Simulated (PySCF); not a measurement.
# Dipole moment and polarisability of `N#Cc1ccn2ccccc12`

Species: C₉H₆N₂.
Cartesian coordinates in Å at the PBE0-D3(BJ)/def2-SVP level; atoms count from 1:
```
atom  x, y, z in Å
N1    -2.7468    3.4058    0.3276
C2    -2.3307    2.3231    0.2605
C3    -1.8026    1.0135    0.1784
C4    -2.5156   -0.2122    0.1100
C5    -1.5985   -1.2366    0.0399
N6    -0.3379   -0.6885    0.0605
C7     0.8768   -1.3183    0.0103
C8     2.0255   -0.5845    0.0447
C9     1.9673    0.8345    0.1317
C10    0.7510    1.4665    0.1817
C11   -0.4335    0.7005    0.1454
H12   -3.5972   -0.3213    0.1127
H13   -1.7376   -2.3129   -0.0235
H14    0.8514   -2.4066   -0.0557
H15    2.9844   -1.1026    0.0039
H16    2.8913    1.4144    0.1589
H17    0.6633    2.5522    0.2488
```

Level: CAM-B3LYP/def2-SVPD (PySCF), static field, nuclei fixed, core orbitals frozen in the response. The polarisability tensor in these axes (au):

```
x   158.63 -16.82  -1.91
y   -16.82 135.92   4.62
z    -1.91   4.62  62.15
```

Q: What are the eigenvalues, a third of the trace, and Δα (Δα² = ½Σ(αi − αj)² over the three pairs)?

A: Principal values 61.86, 127.13 and 167.71 au; mean 118.90 au = 17.62 Å³ = 19.60 × 10⁻⁴⁰ C²·m²/J; Δα = 92.50 au (78 % of the mean).

Q: What is the dipole moment, and where does it point?

A: (3.71, -5.40, -0.36) D, 6.56 D in size, pointing from the negative to the positive side. Measured along this direction, the outermost atoms are N1 at the negative end and H15 at the positive end.

Q: What would n − 1 = 2πNα be for an ideal gas of these molecules at 500 K and 1 atm, electronic part alone?

A: N = p/kT = 1.4678 × 10¹⁹ cm⁻³, so n − 1 = 2π × N × 17.62 × 10⁻²⁴ cm³ = 1625 × 10⁻⁶ at long wavelengths.

Q: Give the eigenvalues of the traceless quadrupole moment Θ = ½Σq(3rr − r²1), origin at the centre of nuclear charge.

A: -15.84, -2.30, 18.14 D·Å. The values depend on the origin, since the dipole doesn't vanish. The electronic extent ⟨r²⟩ about the same centre is 1580 bohr², a root-mean-square distance of 2.44 Å for the 74 electrons.

Q: In TDDFT the mean static polarisability is Σ f/ω² over all singlet excitations (ω in hartree). How much of it do the 6 lowest give? Their energies (eV) and oscillator strengths: 4.01, 0.1024; 4.76, 0.0975; 5.65, 0.2928; 5.71, 0.0004; 6.02, 0.0002; 6.07, 0.3743.

A: They add up to 22.23 au, 18.7 % of the 118.90 au; the largest single term is 7.51 au, from the state at 6.07 eV. Terms in order: 4.72, 3.18, 6.80, 0.01, 0.00, 7.51 au. Higher excitations give the rest. The strengths listed sum to 0.868.

Geometry: PBE0-D3(BJ)/def2-SVP; no solvent, vibrations or thermal averaging.
